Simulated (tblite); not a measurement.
Compound: C8H9NSi.
Geometry (GFN2-xTB, Å), atoms numbered from 1 in this order:
```xyz
19
C8H9NSi angstrom
C     -0.5252   -2.9393    1.5776
C      0.0206   -1.8723    1.4799
Si     0.8794   -0.2428    1.2962
C      0.5543    0.3160   -0.4960
C      1.4539    0.0976   -1.4707
C      2.6954   -0.5237   -1.2742
N      3.7200   -1.0285   -1.1513
C     -0.7063    0.9893   -0.8207
C     -0.7330    2.0747   -1.5889
C     -1.9478    0.4101   -0.2125
H     -1.0009   -3.8737    1.6693
H      2.3130   -0.3967    1.5269
H      0.2762    0.7404    2.2062
H      1.2548    0.3835   -2.4990
H      0.1651    2.5100   -1.9943
H     -1.6540    2.5850   -1.8151
H     -1.9921   -0.6632   -0.3903
H     -1.9491    0.5638    0.8659
H     -2.8341    0.8792   -0.6321
```

Computed with GFN2-xTB (tblite): harmonic, unscaled wavenumbers at the GFN2-xTB geometry, gas phase. Errors from tens to a few hundred cm⁻¹ against measured bands are possible. Modes of hydrogen on silicon can be 10 to 20 % off. One conformer, not necessarily the lowest.

Harmonic wavenumbers (cm⁻¹): 27.6, 49.6, 80.1, 113.2, 121.9, 142.0, 186.7, 220.7, 239.4, 271.6, 281.0, 376.6, 457.2, 475.3, 492.0, 530.1, 550.2, 564.7, 618.8, 651.7, 681.1, 683.6, 705.5, 729.0, 785.3, 834.2, 888.2, 935.5, 1004.9, 1027.9, 1044.4, 1053.0, 1252.0, 1283.7, 1397.5, 1416.2, 1472.7, 1478.1, 1599.4, 1678.0, 2206.2, 2208.2, 2291.0, 2355.0, 3007.0, 3011.1, 3026.3, 3045.1, 3101.7, 3125.5, 3353.5.

A = 1119, B = 1069, C = 632.6 MHz; mass 147.050 u (most abundant isotopes); point group C1, symmetry number 1.

**Question.** What is the zero-point energy?

**Answer.** ½Σν̃ = 29566 cm⁻¹ = 353.69 kJ/mol.

**Question.** Give the ideal-gas entropy at 273.15 K and 1 bar in the rigid-rotor, harmonic-oscillator model (classical rotation).

**Answer.** Translation 169.28, rotation 126.23, vibration 157.44: S = 452.9 J/(mol K).

**Question.** And Cp and H(273.15 K) − H(0)?

**Answer.** Cp = 185.73 J/(mol K), of which vibrations give 152.47 (their classical limit is 51 R = 424.0); H(273.15 K) − H(0) = 31.07 kJ/mol without the zero-point energy, 21.99 from vibrations.

**Question.** Which modes carry the vibrational entropy at 273.15 K?

**Answer.** 27.6 cm⁻¹: 24.36; 49.6 cm⁻¹: 19.50; 80.1 cm⁻¹: 15.55; 113.2 cm⁻¹: 12.74; 121.9 cm⁻¹: 12.14; 142.0 cm⁻¹: 10.92 J/(mol K); the other 45 give 62.24 together.

**Question.** How do the functions run with temperature in this model?

**Answer.** 
| T (K) | S (J/(mol K)) | Cp (J/(mol K)) | H − H(0) (kJ/mol) | G − H(0) (kJ/mol) | ln q(vib) |
| --- | --- | --- | --- | --- | --- |
| 150 | 361.7 | 123.3 | 11.95 | -42.31 | 4.78 |
| 250 | 437.0 | 174.8 | 26.90 | -82.35 | 8.43 |
| 298.15 | 469.7 | 196.9 | 35.86 | -104.18 | 10.13 |
| 400 | 533.3 | 236.5 | 58.01 | -155.32 | 13.63 |
| 600 | 640.6 | 292.4 | 111.30 | -273.06 | 20.05 |
| 900 | 770.1 | 345.7 | 207.67 | -485.44 | 28.56 |

q(vib) and H(0) count from the zero-point level.

**Question.** Blend soft modes into free rotors: weight 1/[1 + (100 cm⁻¹/ν̃)⁴] for the oscillator and the rest for a rotor with moment μB/(μ + B), μ = h/(8π²ν), B = 10⁻⁴⁴ kg m². What vibrational entropy results?

**Answer.** 142.13 J/(mol K) in place of 157.44, which changes −T·S at 273.15 K by +4.18 kJ/mol.

Hindered rotation and anharmonicity are outside this model. Other conformers, if any are populated, would add a mixing term that is left out. The structure is chiral; the term R ln 2 for an equal mix with its mirror image is left out.
